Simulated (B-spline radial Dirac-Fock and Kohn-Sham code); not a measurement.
How the binding energies of Os¹⁸⁺ add up

System: osmium as Os¹⁸⁺, configuration [Kr] 4d10 4f12; nuclear rms radius 5.4126 fm (A = 192).

The run's input, task.json:

```json
{"items": [{
  "Z": 76,
  "q": 18,
  "cfg": [[1, 0, 2], [2, 0, 2], [2, 1, 6], [3, 0, 2], [3, 1, 6], [3, 2, 10], [4, 0, 2], [4, 1, 6], [4, 2, 10], [4, 3, 12]],
  "A": 192,
  "rrms": 5.4126,
  "do": ["binding"]
}]}
```

Command: `python xray_run.py task.json out`

Calculated with a radial finite-basis atomic code, using ΔSCF Dirac-Fock with Breit, self-energy and vacuum polarisation, finite nucleus, configuration average. Electron correlation is not included. Energies are counted from the vacuum level.

All terms are in eV, carry their sign (relaxation lowers the binding energy) and add up to the binding energy; ⟨r⟩ is the mean radius of the orbital in the initial state.

| subshell | −ε (Koopmans) | relaxation | Gaunt | retardation | QED | binding energy | ⟨r⟩ (bohr) |
| --- | --- | --- | --- | --- | --- | --- | --- |
| 1s | 74783.4 | -78.69 | -275.40 | 25.25 | -131.57 | 74323.0 | 0.018 |
| 2s | 13514.6 | -43.10 | -30.57 | 2.19 | -19.50 | 13423.6 | 0.074 |
| 2p1/2 | 12931.0 | -47.65 | -52.56 | 5.60 | -0.14 | 12836.3 | 0.061 |
| 2p3/2 | 11396.3 | -44.35 | -35.90 | 7.70 | -2.00 | 11321.7 | 0.070 |
| 3s | 3529.5 | -20.31 | -5.68 | 0.37 | -4.54 | 3499.3 | 0.193 |
| 3p1/2 | 3269.9 | -21.35 | -9.94 | 0.94 | -0.16 | 3239.4 | 0.183 |
| 3p3/2 | 2929.9 | -19.66 | -6.52 | 1.47 | -0.52 | 2904.7 | 0.198 |
| 3d3/2 | 2501.5 | -22.35 | -4.41 | 0.41 | 0.32 | 2475.5 | 0.173 |
| 3d5/2 | 2428.6 | -21.75 | -3.04 | 0.45 | 0.13 | 2404.4 | 0.178 |
| 4s | 1096.6 | -5.00 | -1.35 | 0.11 | -1.14 | 1089.3 | 0.429 |
| 4p1/2 | 986.4 | -4.96 | -2.28 | 0.23 | -0.04 | 979.4 | 0.432 |
| 4p3/2 | 903.8 | -4.18 | -1.43 | 0.35 | -0.13 | 898.4 | 0.462 |
| 4d3/2 | 721.9 | -4.13 | -0.79 | 0.08 | 0.06 | 717.2 | 0.469 |
| 4d5/2 | 706.1 | -3.88 | -0.49 | 0.09 | 0.02 | 701.9 | 0.479 |
| 4f | 473.4 | -3.79 | 0.03 | -0.01 | 0.03 | 469.6 | 0.499 |

For the deepest level, K (1s), the Breit terms make up -0.337 % of the binding energy, QED -0.177 % and orbital relaxation -0.106 %.

Going to the tabulated ground configuration of the next ion removes an electron from N6,7 (4f), computed at 469.6 eV. NIST lists 470 ± 24 eV as the ionisation energy of this species (theoretical), +0.35 eV from the computed value, within the stated uncertainty.
